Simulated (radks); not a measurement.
Q: These are the eigenvalues of the occupied orbitals of an atom or ion with whole-number occupations (hartree). All-electron calculation, Dirac Kohn-Sham, BLYP, spin-unpolarised, spherical densities, finite nucleus; Fermi nuclear charge, rms radius of each element as measured or else 0.836 A^(1/3) + 0.57 fm. Program: a radial shooting solver on a logarithmic mesh with Libxc functionals.

| orbital | eigenvalue |
|---|---|
| 1s1/2 | -850.7654 |
| 2s1/2 | -127.1072 |
| 2p1/2 | -118.0334 |
| 2p3/2 | -112.7150 |
| 3s1/2 | -26.26273 |
| 3p1/2 | -22.71197 |
| 3p3/2 | -21.79373 |
| 3d3/2 | -15.50844 |
| 3d5/2 | -15.32680 |
| 4s1/2 | -7.06987 |
| 4p1/2 | -5.93105 |
| 4p3/2 | -5.76281 |
| 4d3/2 | -3.94838 |

Which element is it, and in what charge state? The configuration may be excited.

A: Z = 45, rhodium, charge +7: Rh7+ in [Ar] 3d10 4s2 4p(1/2: 1, 3/2: 4) 4d(3/2: 3, 5/2: 0). The list shows which subshells hold electrons but not how many an open one holds; the 1s level, -850.77 hartree, gives Z - s = 41.2 by -(Z - s)^2/2, which with screening and relativity narrows Z to a few neighbours, and the depths of the outer levels then fix element, charge and occupations together.
